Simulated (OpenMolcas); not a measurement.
# Mn4+: moving the ligands

Mn4+ with 4 ligands (chloride) in tetrahedral coordination (Td) at 2.15 Å. Ligand basis ANO-RCC-VDZP.

| Item | Value |
| --- | --- |
| Program | OpenMolcas |
| Method | SS-CASPT2, IPEA 0.25 Eh, imaginary shift 0.1 Eh (closed shells correlated: 3s 3p and the ligand valence shells) |
| Basis | ANO-RCC-VDZP [5s4p2d1f] |
| Scalar Hamiltonian | DKH2, point nucleus |
| Active space | 3 electrons in 5 orbitals (3d) |
| State averaging | 2S+1 = 4 even, 10 roots; 2S+1 = 2 even, 40 roots |
| Spin-orbit coupling | RASSI with atomic mean-field integrals over the reference wave functions |

Runs around this geometry, states (labels of Td). Energies in cm-1 above the lowest state or level, χT in cm3 K/mol; under a threefold ground state the first gap can be a small split of the lowest multiplet, not the spin-orbit step.

```csv
R (Å),Ground state,First state of that spin,First gap with spin-orbit (degeneracies),χT at 300 K,First state of another spin
2.12,4T1,4T2 12260,"110 (4, 2)",1.440,2E 1020
2.15,4T1,4T2 12610,"94 (4, 2)",1.457,2E 1260
2.2,4T1,4T2 11260,"87 (4, 2)",1.451,2E 1420
```

Roots that are degenerate in the reference are averaged as groups; the widest CASPT2 spread within a group is 1800 cm-1 (the 3-fold group of multiplicity 4 near 11300 cm-1 above the lowest state of its run, R = 2.2). Shifts and gaps below about the spread of the groups concerned are not significant. Over all roots computed the reference weight is 0.60 to 0.65 in R = 2.12, 0.60 to 0.64 in R = 2.15, 0.58 to 0.64 in R = 2.2; the roots of lowest weight are the least certain, and an intruder state may touch them. An orbital triplet at a regular site is open to Jahn-Teller coupling, which can distort the site and quench the lowest spin-orbit gaps and is left out. This shell can be high or low spin here, a state of another spin lies low, and with metal d orbitals alone active their balance is uncertain, so the ground spin may be wrong. Ligand-to-metal charge-transfer states are missing. With no ligand orbital active B as a rule stays too high, so bands that hang on it stand too high and its fall with covalency is understated. With one d shell and no ligand orbital active, 10Dq can be off by a tenth or more. The least metal-like active orbital is 74 % on the metal (Löwdin) and no ligand orbital is active, so the numbers are rough (holds for R = 2.12; R = 2.15). The least metal-like active orbital is 75 % on the metal (Löwdin) and no ligand orbital is active, so the numbers are rough (holds for R = 2.2). No measured value stands beside these numbers; the geometry is a model, was not optimised and need not be the one that this ion takes.
